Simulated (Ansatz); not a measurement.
H4N (SMILES [NH4+]), charge +1, singlet, at a GFN2-xTB geometry; PBE/cc-pVTZ (Ansatz, a program for electronic structure).

Ansatz was given this input:
Ansatz 0.2 input:
```yaml
crystal:
  periodic: [false, false, false]
  atoms:
    - {symbol: N, position_ang: [0.00000000, -0.00000000, -0.00000000]}
    - {symbol: H, position_ang: [-0.69851852, -0.34749108, -0.67183826]}
    - {symbol: H, position_ang: [0.02245826, 1.02891450, -0.02958725]}
    - {symbol: H, position_ang: [-0.25206810, -0.31063626, 0.94868941]}
    - {symbol: H, position_ang: [0.92812837, -0.37078716, -0.24726391]}
basis:
  gaussian:
    orbitals: cc-pVTZ
hamiltonian:
  xc: pbe
total_charge: 1
```

The log (banner, timings and long lists left out):

```
Functional definition: PBE
415 factors; their error is unknown
mean field evaluation 1: about -1529.6653 eV, gradient 1.0e2 eV
mean field evaluation 2: about -1510.8054 eV, gradient 1.2e2 eV
mean field evaluation 4: about -1546.8912 eV, gradient 9.8e-1 eV
mean field evaluation 8: about -1546.8837 eV, gradient 2.5e-1 eV
mean field -1546.88377988 eV, -56.8469303949 hartree, gradient 5.3e-5 eV, S^2 0.000000; 0 other end points of the search recorded, 0 dependent functions left out
reference -1546.88380140 eV, -56.8469311858 hartree; 5, 5 occupied and 81, 81 virtual orbitals, 415 factors
Total energy: -1546.88380140 eV, -56.8469311858 hartree
```
